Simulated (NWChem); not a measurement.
System: BH2Se2F; SMILES FB([SeH])[SeH]

Input file for NWChem:

```
start job
memory heap 200 mb stack 900 mb global 1100 mb
geometry units angstroms noautoz
  B      0.629079     0.009251     0.000000
  F      1.955775     0.024278     0.000000
  Se    -0.343298    -1.697372     0.000000
  H      0.891749    -2.516280     0.000000
  Se    -0.271763     1.754653     0.000000
  H     -1.645695     1.203637     0.000000
end
basis spherical
  B library def2-svp
  F library def2-svp
  Se library def2-svp
  H library def2-svp
end
dft
  xc b3lyp
  iterations 150
  mulliken
end
task dft energy
```

Parts of the log:

```
             Northwest Computational Chemistry Package (NWChem) 7.3.0
             --------------------------------------------------------

 CS  symmetry detected

                             Geometry "geometry" -> ""
                             -------------------------

 Output coordinates in angstroms (scale by  1.889725989 to convert to a.u.)

  No.       Tag          Charge          X              Y              Z
 ---- ---------------- ---------- -------------- -------------- --------------
    1 B                    5.0000     0.63997670     0.00717996     0.00000000
    2 F                    9.0000     1.96634899     0.04011381     0.00000000
    3 Se                  34.0000    -0.30927510    -1.71241305     0.00000000
    4 H                    1.0000     0.93671329    -2.51457534     0.00000000
    5 Se                  34.0000    -0.28434329     1.74026305     0.00000000
    6 H                    1.0000    -1.65071231     1.17075142     0.00000000

 Effective nuclear repulsion energy (a.u.)     439.6972972794

      Symmetry information
      --------------------

 Group name             Cs
 Group number              2
 Group order               2
 No. of unique centers     6

                                 NWChem DFT Module
                                 -----------------

 Summary of "ao basis" -> "ao basis" (spherical)
 ------------------------------------------------------------------------------
       Tag                 Description            Shells   Functions and Types
 ---------------- ------------------------------  ------  ---------------------
 B                          def2-svp                 6       14   3s2p1d
 F                          def2-svp                 6       14   3s2p1d
 Se                         def2-svp                12       32   5s4p3d
 H                          def2-svp                 3        5   2s1p

      Symmetry analysis of basis
      --------------------------

        a'         72
        a"         30

            General Information
            -------------------
          SCF calculation type: DFT
          Wavefunction type:  closed shell.
          No. of atoms     :     6
          No. of electrons :    84
           Alpha electrons :    42
            Beta electrons :    42
          Charge           :     0
          Spin multiplicity:     1
          Use of symmetry is: on ; symmetry adaption is: on
          Maximum number of iterations: 150
          AO basis - number of functions:   102
                     number of shells:    42
          Convergence on energy requested:  1.00D-06
          Convergence on density requested:  1.00D-05
          Convergence on gradient requested:  5.00D-04

              XC Information
              --------------
                         B3LYP Method XC Potential
                     Hartree-Fock (Exact) Exchange  0.200
                        Slater Exchange Functional  0.800 local
                    Becke 1988 Exchange Functional  0.720 non-local
              Lee-Yang-Parr Correlation Functional  0.810
                  VWN I RPA Correlation Functional  0.190 local

             Grid Information
             ----------------
          Grid used for XC integration:  medium
          Radial quadrature: Mura-Knowles
          Angular quadrature: Lebedev.
          Tag              B.-S. Rad. Rad. Pts. Rad. Cut. Ang. Pts.
          ---              ---------- --------- --------- ---------
          B                   0.85       49           8.0       434
          F                   0.50       49          10.0       434
          Se                  1.15      112          11.0       590
          H                   0.35       45          12.0       434
          Grid pruning is: on
          Number of quadrature shells:   412
          Spatial weights used:  Erf1

      Superposition of Atomic Density Guess
      -------------------------------------

 Sum of atomic energies:       -4923.81863453

      Non-variational initial energy
      ------------------------------

 Total energy =   -4924.920918
 1-e energy   =   -7736.088381
 2-e energy   =    2371.470166
 HOMO         =      -0.283540
 LUMO         =       0.057046

      Symmetry analysis of molecular orbitals - initial
      -------------------------------------------------

  Numbering of irreducible representations:

     1 a'          2 a"

  Orbital symmetries:

     1 a'          2 a'          3 a'          4 a'          5 a'
     6 a'          7 a'          8 a'          9 a"         10 a"
    11 a'         12 a'         13 a'         14 a'         15 a'
    16 a'         17 a'         18 a'         19 a"         20 a"
    21 a'         22 a'         23 a'         24 a'         25 a"
    26 a"         27 a'         28 a'         29 a"         30 a"
    31 a'         32 a'         33 a'         34 a'         35 a'
    36 a"         37 a'         38 a'         39 a'         40 a'
    41 a"         42 a"         43 a'         44 a"         45 a'
    46 a'         47 a'         48 a'         49 a'         50 a'
    51 a"         52 a'

     ---------------------------------------------
      Total Density - Mulliken Population Analysis
     ---------------------------------------------

    Atom       Charge   Shell Charges
 -----------   ------   -------------------------------------------------------
    1 B    5     4.33   1.99  0.82  0.15  1.00  0.25  0.12
    2 F    9     9.36   1.99  1.15  0.72  3.50  1.99  0.00
    3 Se  34    34.33   2.00  2.00  2.00  1.32  0.52  6.00  5.98  1.97  2.51  8.20  1.76  0.08
    4 H    1     0.82   0.57  0.23  0.02
    5 Se  34    34.35   2.00  2.00  2.00  1.32  0.53  6.00  5.98  1.97  2.51  8.20  1.76  0.08
    6 H    1     0.81   0.56  0.23  0.02

   convergence    iter        energy       DeltaE   RMS-Dens  Diis-err
 ---------------- ----- ----------------- --------- --------- ---------
 d= 0,ls=0.0,diis     1  -4928.4047047926 -5.37D+03  1.31D-02  7.31D-01
 d= 0,ls=0.0,diis     2  -4928.3736396039  3.11D-02  7.22D-03  1.21D+00
 d= 0,ls=0.0,diis     3  -4928.4917791746 -1.18D-01  1.40D-03  3.99D-02
 d= 0,ls=0.0,diis     4  -4928.4954862276 -3.71D-03  4.59D-04  3.02D-03
 d= 0,ls=0.0,diis     5  -4928.4957493906 -2.63D-04  1.87D-04  2.95D-04
  Resetting Diis
 d= 0,ls=0.0,diis     6  -4928.4957870542 -3.77D-05  4.33D-05  2.24D-05
 d= 0,ls=0.0,diis     7  -4928.4957902746 -3.22D-06  1.73D-05  7.21D-07
 d= 0,ls=0.0,diis     8  -4928.4957902049  6.97D-08  9.58D-06  1.14D-06

         Total DFT energy =    -4928.495790204925
      One electron energy =    -7737.381687751716
           Coulomb energy =     2558.876183161656
    Exchange-Corr. energy =     -189.687582894298
 Nuclear repulsion energy =      439.697297279432

 Numeric. integr. density =       84.000016701990

                  Occupations of the irreducible representations
                  ----------------------------------------------

                     irrep           alpha         beta
                     --------     --------     --------
                     a'               31.0         31.0
                     a"               11.0         11.0

                       DFT Final Molecular Orbital Analysis
                       ------------------------------------

 Vector   40  Occ=2.000000D+00  E=-3.127460D-01  Symmetry=a'
              MO Center=  1.1D-02,  1.5D-01, -2.6D-15, r^2= 4.5D+00
   Bfn.  Coefficient  Atom+Function         Bfn.  Coefficient  Atom+Function
  ----- ------------  ---------------      ----- ------------  ---------------
    78      0.336296  5 Se py                81      0.334023  5 Se py
     5      0.315109  1 B  py                41      0.255690  3 Se py
    44      0.255229  3 Se py                19     -0.237937  2 F  py
    43      0.234126  3 Se px                75     -0.213615  5 Se py
    40      0.202818  3 Se px                22      0.167720  2 F  py

 Vector   41  Occ=2.000000D+00  E=-2.864995D-01  Symmetry=a"
              MO Center= -7.1D-02, -3.1D-02,  4.3D-15, r^2= 4.1D+00
   Bfn.  Coefficient  Atom+Function         Bfn.  Coefficient  Atom+Function
  ----- ------------  ---------------      ----- ------------  ---------------
    45      0.371787  3 Se pz                82      0.360166  5 Se pz
    42      0.328370  3 Se pz                79      0.320783  5 Se pz
    39     -0.209370  3 Se pz                76     -0.204187  5 Se pz
     6     -0.198476  1 B  pz                20      0.170404  2 F  pz
    23     -0.132253  2 F  pz                 9      0.091896  1 B  pz

 Vector   42  Occ=2.000000D+00  E=-2.510151D-01  Symmetry=a"
              MO Center= -2.8D-01,  3.8D-02, -9.3D-17, r^2= 4.7D+00
   Bfn.  Coefficient  Atom+Function         Bfn.  Coefficient  Atom+Function
  ----- ------------  ---------------      ----- ------------  ---------------
    82     -0.448796  5 Se pz                45      0.439175  3 Se pz
    79     -0.375357  5 Se pz                42      0.367414  3 Se pz
    76      0.237935  5 Se pz                39     -0.232867  3 Se pz
    73     -0.077211  5 Se pz                36      0.075566  3 Se pz
    11     -0.029988  1 B  d -1

 Vector   43  Occ=0.000000D+00  E=-2.223265D-02  Symmetry=a"
              MO Center=  4.3D-01,  3.4D-03,  7.6D-14, r^2= 3.1D+00
   Bfn.  Coefficient  Atom+Function         Bfn.  Coefficient  Atom+Function
  ----- ------------  ---------------      ----- ------------  ---------------
     6      0.607545  1 B  pz                 9     -0.569216  1 B  pz
    45      0.355257  3 Se pz                82      0.354271  5 Se pz
    20     -0.238042  2 F  pz                23      0.229777  2 F  pz
    42      0.177411  3 Se pz                79      0.176146  5 Se pz
    39     -0.113573  3 Se pz                76     -0.112866  5 Se pz

 Vector   44  Occ=0.000000D+00  E=-1.398929D-02  Symmetry=a'
              MO Center= -5.0D-01, -4.4D-02,  1.7D-15, r^2= 6.1D+00
   Bfn.  Coefficient  Atom+Function         Bfn.  Coefficient  Atom+Function
  ----- ------------  ---------------      ----- ------------  ---------------
    99      0.943561  6 H  s                 62      0.699583  4 H  s
    80      0.680579  5 Se px                44      0.529743  3 Se py
    70     -0.427312  5 Se s                 43     -0.364415  3 Se px
    77      0.243923  5 Se px                 2     -0.241458  1 B  s
    98      0.204267  6 H  s                 61      0.200966  4 H  s

 Vector   45  Occ=0.000000D+00  E= 5.041220D-03  Symmetry=a'
              MO Center=  8.8D-02, -6.2D-01,  2.0D-17, r^2= 6.3D+00
   Bfn.  Coefficient  Atom+Function         Bfn.  Coefficient  Atom+Function
  ----- ------------  ---------------      ----- ------------  ---------------
    62      1.004915  4 H  s                 33     -0.757533  3 Se s
    43     -0.646689  3 Se px                99     -0.628745  6 H  s
    80     -0.518404  5 Se px                 7     -0.364834  1 B  px
     3      0.295248  1 B  s                 61      0.260950  4 H  s
    98     -0.249970  6 H  s                 44      0.220509  3 Se py

     ---------------------------------------------
      Total Density - Mulliken Population Analysis
     ---------------------------------------------

    Atom       Charge   Shell Charges
 -----------   ------   -------------------------------------------------------
    1 B    5     4.91   1.99  0.84  0.09  1.50  0.36  0.15
    2 F    9     9.07   1.99  1.14  0.71  3.37  1.85  0.01
    3 Se  34    34.06   2.00  2.00  1.99  1.44  0.40  6.00  5.97  2.01  2.20  8.16  1.77  0.12
    4 H    1     0.95   0.70  0.23  0.02
    5 Se  34    34.05   2.00  2.00  1.99  1.44  0.41  6.00  5.97  2.01  2.18  8.16  1.77  0.12
    6 H    1     0.96   0.70  0.24  0.02

     -------------------------------------------
      Total Density - Lowdin Population Analysis
     -------------------------------------------

    Atom       Charge   Shell Charges
 -----------   ------   -------------------------------------------------------
    1 B    5     5.39   1.96  0.57  0.29  1.36  0.87  0.34
    2 F    9     8.96   1.98  0.99  0.70  3.21  2.08  0.01
    3 Se  34    33.84   2.00  2.00  1.95  1.05  0.59  5.99  5.80  2.07  2.30  7.82  2.04  0.22
    4 H    1     0.99   0.60  0.33  0.06
    5 Se  34    33.82   2.00  2.00  1.95  1.05  0.59  5.99  5.80  2.07  2.29  7.82  2.04  0.22
    6 H    1     1.00   0.60  0.34  0.06

     Multipole analysis of the density
     ---------------------------------

     L   x y z        total         alpha         beta         nuclear
     -   - - -        -----         -----         ----         -------
     0   0 0 0     -0.000000    -42.000000    -42.000000     84.000000

     1   1 0 0     -0.227868     -0.113934     -0.113934      0.000000
     1   0 1 0     -0.234669     -0.117335     -0.117335      0.000000
     1   0 0 1     -0.000000     -0.000000     -0.000000      0.000000

     2   2 0 0    -34.986161   -100.430984   -100.430984    165.875807
     2   1 1 0     -1.900614      3.286402      3.286402     -8.473418
     2   1 0 1     -0.000000     -0.000000     -0.000000      0.000000
     2   0 2 0    -34.640181   -392.957135   -392.957135    751.274089
     2   0 1 1     -0.000000     -0.000000     -0.000000      0.000000
     2   0 0 2    -37.134719    -18.567360    -18.567360      0.000000
```

Level: B3LYP/def2-SVP. Structure relaxed at the B3LYP/6-31G* (spherical d) level.
